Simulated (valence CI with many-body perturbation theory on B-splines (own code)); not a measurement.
**Ge¹⁸⁺: electric-dipole lines**

Calculated by relativistic CI+MBPT: four valence electrons over a frozen Dirac-Fock core [Ne], a basis of 11 s, 11 p, 9 d, 7 f, 5 g, 2 h, 1 i functions for each j, with the one-electron correlation potential Σ1 (screened to all orders), the two-electron term Σ2, the three-electron term Σ3, Breit, model QED; selected single and double excitations, second order for the rest (own B-spline code, finite nucleus).

No measured levels were compared; by estimate levels of excited configurations hold to 0.05 to 0.15 % of their energy, terms of the ground configuration to about 0.5 %.

Lines 151 to 200 of 216 in falling wavelength, among levels below 1206200 cm⁻¹, chosen from the strongest by gf and those to the six lowest levels. Wavelengths and rates use the calculated energies, so an error of 300 cm⁻¹ moves a line at 148.8 Å by 0.045 % and its rate by three times that or more. Electric multipoles are in the length gauge, E1 and E2 with the static RPA response of the core. Weak lines are less certain than strong ones. Lines between different terms over intervals too small for the method are left out, as are lines whose strength nearly cancels. Where a level lies close to another of its J and parity, the split of strength between their lines is uncertain. The highest levels of a list are the least certain.

Names give the largest LS component (configuration and term), which can be under half, so a name can repeat, a term be missing and a line seem to break the LS rules; names also repeat where a configuration has a term twice. Letters in brackets count levels of one name in rising energy.

```
λ vac (Å)               Upper         Lower   A (s⁻¹)  log gf  Branch %
    148.8  3s 3p2 3d 3P_2 [b]  3s 3p3 3P°_2  4.57e+10   -0.12      65.5
    148.5  3s 3p2 3d 3F_3 [a]  3s 3p3 5S°_2  3.82e+09   -1.05      70.3
    148.4      3s 3p2 3d 1G_4  3s 3p3 3D°_3  6.51e+09   -0.71      69.0
    148.4  3s 3p2 3d 3D_2 [a]  3s 3p3 3D°_1  2.24e+10   -0.43      46.1
    148.4  3s 3p2 3d 3P_2 [b]  3s 3p3 3P°_1  6.36e+09   -0.98       9.1
    148.2        3s 3p3 1P°_1  3s2 3p2 3P_0  3.87e+09   -1.42       5.2
    148.0  3s 3p2 3d 3D_3 [b]  3s 3p3 3P°_2  1.34e+10   -0.51      33.7
    147.4  3s 3p2 3d 3D_1 [a]  3s 3p3 3D°_2  2.79e+10   -0.56      52.1
    147.3  3s 3p2 3d 3D_3 [a]  3s 3p3 3D°_2  7.31e+09   -0.78      13.8
    147.0  3s 3p2 3d 3D_1 [a]  3s 3p3 3D°_1  1.76e+10   -0.77      32.9
    146.9      3s 3p2 3d 1F_3  3s 3p3 3D°_3  5.19e+09   -0.93      11.0
    146.6     3s2 3p 3d 3D°_1  3s2 3p2 3P_1  1.05e+10   -0.99      10.8
    146.1  3s 3p2 3d 3D_1 [c]  3s 3p3 3P°_2  2.01e+10   -0.71      26.2
    146.0  3s 3p2 3d 3F_2 [b]  3s 3p3 3D°_3  8.73e+09   -0.86      11.3
    145.8  3s 3p2 3d 3D_1 [c]  3s 3p3 3P°_1  1.20e+10   -0.94      15.7
    145.7  3s 3p2 3d 3D_2 [c]  3s 3p3 3P°_1  8.77e+09   -0.86      11.8
    145.4     3s2 3p 3d 1D°_2  3s2 3p2 3P_2  2.87e+10   -0.34      28.9
    144.9  3s 3p2 3d 3D_1 [c]  3s 3p3 3P°_0  4.57e+09   -1.36       6.0
    144.3      3s 3p2 3d 5P_3  3s 3p3 5S°_2  7.13e+10    0.19      97.2
    144.1      3s 3p2 3d 1F_3  3s 3p3 3D°_2  1.02e+10   -0.65      21.6
    143.3  3s 3p2 3d 3F_2 [b]  3s 3p3 3D°_2  4.34e+10   -0.18      56.1
    143.0     3s2 3p 3d 3P°_1  3s2 3p2 3P_2  2.14e+10   -0.71      25.3
    143.0     3s2 3p 3d 3D°_3  3s2 3p2 3P_2  8.62e+10    0.27      89.3
    142.9  3s 3p2 3d 3F_2 [b]  3s 3p3 3D°_1  1.38e+10   -0.68      17.8
    142.8  3s 3p2 3d 3F_3 [b]  3s 3p3 3D°_3  2.95e+10   -0.20      37.8
    142.7      3s 3p2 3d 5P_2  3s 3p3 5S°_2  7.73e+10    0.07      96.4
    141.7      3s 3p2 3d 5P_1  3s 3p3 5S°_2  8.43e+10   -0.12      99.1
    141.6     3s2 3p 3d 3D°_2  3s2 3p2 3P_2  2.67e+10   -0.40      31.5
    141.4     3s2 3p 3d 1D°_2  3s2 3p2 3P_1  3.93e+10   -0.23      39.6
    141.1     3s2 3p 3d 1F°_3  3s2 3p2 1D_2  8.64e+10    0.26      85.5
    140.4     3s2 3p 3d 3P°_0  3s2 3p2 3P_1  7.31e+10   -0.67     100.0
    140.1  3s 3p2 3d 3F_3 [b]  3s 3p3 3D°_2  3.78e+10   -0.11      48.3
    140.0  3s 3p2 3d 3P_2 [a]  3s 3p3 5S°_2  5.43e+09   -1.10       7.9
    139.6     3s2 3p 3d 3D°_1  3s2 3p2 3P_0  8.09e+10   -0.15      83.5
    139.5  3s 3p2 3d 3D_1 [b]  3s 3p3 3D°_2  7.63e+09   -1.18      12.3
    139.2  3s 3p2 3d 3D_1 [b]  3s 3p3 3D°_1  2.01e+10   -0.76      32.5
    139.1     3s2 3p 3d 3P°_1  3s2 3p2 3P_1  5.14e+10   -0.35      60.7
    138.5      3s 3p2 3d 1P_1  3s 3p3 3D°_1  6.54e+09   -1.25       8.9
    138.1  3s 3p2 3d 3D_2 [b]  3s 3p3 3D°_2  4.78e+09   -1.17       8.5
    137.9     3s2 3p 3d 3D°_2  3s2 3p2 3P_1  1.18e+10   -0.77      13.9
    137.8  3s 3p2 3d 3F_4 [b]  3s 3p3 3D°_3  7.76e+10    0.30      96.5
    137.8  3s 3p2 3d 3D_2 [b]  3s 3p3 3D°_1  4.83e+09   -1.16       8.6
    136.8     3s2 3p 3d 1P°_1  3s2 3p2 1D_2  5.00e+08   -2.38       0.6
    135.3  3s 3p2 3d 3P_1 [a]  3s 3p3 5S°_2  1.41e+09   -1.94       2.0
    133.8  3s 3p2 3d 3D_3 [b]  3s 3p3 3D°_2  5.55e+09   -0.98      13.9
    132.8     3s2 3p 3d 3P°_1  3s2 3p2 3P_0  8.63e+08   -2.16       1.0
    131.9  3s 3p2 3d 3D_2 [c]  3s 3p3 3D°_1  1.83e+10   -0.62      24.6
    131.8      3s 3p2 3d 3G_3  3s 3p3 5S°_2  4.07e+07   -3.13       0.2
    130.9     3s2 3p 3d 1F°_3  3s2 3p2 3P_2  1.46e+10   -0.58      14.5
    130.1  3s 3p2 3d 3D_2 [a]  3s 3p3 5S°_2  1.13e+09   -1.84       2.3
```
